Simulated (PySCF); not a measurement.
## CSe from Hartree–Fock to correlated methods

State: ¹Σ⁺ (singlet), closed shell. Set-up: PySCF, no relativity, basis sets C pcseg-1, Se pcseg-1. De refers to C + Se in their high-spin ground configurations, without counterpoise correction. A positive dipole means C(−)Se(+).

| Level | Re (Å) | ωe (cm⁻¹) | De (eV) | μ (D) |
| --- | --- | --- | --- | --- |
| RHF | 1.656 | 1161 | 2.79 | 1.72 |
| RHF-MP2 | 1.692 | 1041 | 5.84 | n/a |
| RHF-SCS-MP2 | 1.690 | 1047 | 5.62 | n/a |
| RHF-CCSD | 1.686 | 1063 | 5.22 | n/a |
| RHF-CCSD(T) | 1.701 | 1009 | 5.59 | n/a |
| PBE | 1.700 | 1011 | 6.53 | 2.03 |
| r²SCAN | 1.686 | 1048 | 6.01 | 1.99 |
| TPSSh | 1.687 | 1046 | 5.96 | 1.97 |
| PBE0 | 1.678 | 1077 | 5.93 | 2.02 |
| B97-3 | 1.680 | 1071 | 5.91 | 2.02 |
| M06 | 1.679 | 1062 | 5.91 | 2.06 |
| CAM-B3LYP | 1.668 | 1101 | 5.71 | 2.07 |

(1) Which functional lies closest to RHF-CCSD(T) in De, which farthest, and by how much do they differ from it?

(2) What does a quarter of exact exchange do here, going from PBE to PBE0?

(3) What does the step from GGA to meta-GGA do here, going from PBE to r²SCAN?

Correlated steps freeze 10 core orbitals. Correlated levels converge slowly with the basis: in double zeta they bind strong bonds too weakly, by up to about 1 eV, and carry superposition errors of some tenths. Where the molecule has an RHF reference, its open-shell atoms are computed with UHF. The CCSD T1 diagnostic is raised, a sign that a single reference may not be enough here.

Answers

(1) Closest is CAM-B3LYP (-3.3 pm in Re, +9.1 % in ωe, +0.12 eV in De against RHF-CCSD(T) in the same basis), farthest PBE (-0.1 pm in Re, +0.2 % in ωe, +0.94 eV in De). CCSD(T) converges more slowly with the basis than the functionals do and binds too weakly in this one, so the order can change at the basis-set limit.

(2) PBE0 less PBE: -2.2 pm in Re, +6.5 % in ωe, -0.60 eV in De. Exact exchange removes part of the self-interaction that spreads semilocal densities, and in most molecules shortens and stiffens the bond and lowers De; so it does here.

(3) r²SCAN less PBE: -1.4 pm in Re, +3.7 % in ωe, -0.52 eV in De.
